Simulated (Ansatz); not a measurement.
`C[BH][GeH2][SiH3]` + `F[SiH2]N[SiH3]` → `F[SiH2]N([SiH3])[SiH3]` + `C[BH][GeH3]`  (cleavage of the Si–Ge bond)

Program: Ansatz. Geometries: PBE0-D4/def2-TZVP. ΔE: electronic, gas phase. CBS: MP2 limit from def2 TZ/QZ plus the TZ coupled-cluster correction, frozen cores. This one scheme is used for every species. DFT in def2-TZVPP. B3LYP here is the variant with VWN-RPA as its local correlation; programs differ in this. For Ge outer-core shells are correlated without core-valence functions, which leaves a few kJ/mol of doubt a bond. Scalar relativity is left out up to krypton. Each species was taken in one conformer, which may not be the lowest.

CCSD(T)/CBS gives -28.1 kJ/mol.

Another level gave -28.7 kJ/mol. Which?
A. ωB97X-V/def2-TZVPP
B. PBE-D4/def2-TZVPP
C. B3LYP/def2-TZVPP
D. HF/def2-TZVPP

A. ωB97X-V -28.7, B3LYP -19.5, HF/def2-TZVPP -38.2, PBE-D4 -12.3 kJ/mol.

Largest T1 diagnostic among the species: 0.012.

From PBE to PBE0 (25 % exact exchange), in def2-TZVPP and without D4, ΔE moves by −6.3 kJ/mol. The D4 term adds −7.5 kJ/mol with B3LYP and −3.8 kJ/mol with PBE0; it sums over pairs of atoms, weighted by their polarisabilities, and B3LYP, whose exchange is more repulsive, gets the larger term. In def2-TZVPP, CCSD(T) changes the Hartree–Fock value by +8.9 kJ/mol (the triples alone add +0.8 kJ/mol) and MP2 by +5.3 kJ/mol.
